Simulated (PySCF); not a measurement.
# Excitation energy of Lu by level of theory

Lu [Xe] 4f14 5d1 6s2 (2D) → Lu [Xe] 4f14 6s2 6p1 (2P), as a difference of total energies. Calculation: PySCF 2.14, in cc-pVDZ-X2C (8s7p5d3f1g, 84 functions); scalar relativity by spin-free X2C-1e. Correlated levels: valence: [Kr] 4d10 frozen. The calculations carry no spin-orbit coupling.

```json
{"method": "UHF", "excitation energy (eV)": "0.195"}
{"method": "MP2 (valence)", "excitation energy (eV)": "0.637"}
{"method": "SCS-MP2 (valence)", "excitation energy (eV)": "0.531"}
{"method": "CCSD (valence)", "excitation energy (eV)": "0.361"}
{"method": "CCSD(T) (valence)", "excitation energy (eV)": "0.367"}
```

How much does correlation contribute at CCSD(T) (valence)?

0.367 − (0.195) = 0.172 eV, measured against UHF.

Errors of the correlated levels include the incompleteness of this basis and the frozen core.

The basis was made for the ground configuration and has no added diffuse functions, so the excitation energy can come out too high.

The coupled-cluster amplitudes are large for the upper state (T1 above 0.03 or a double amplitude above 0.15), so a single reference is strained.

For comparison: 0.641 eV (measured; NIST levels, between the centres of gravity of the two terms).
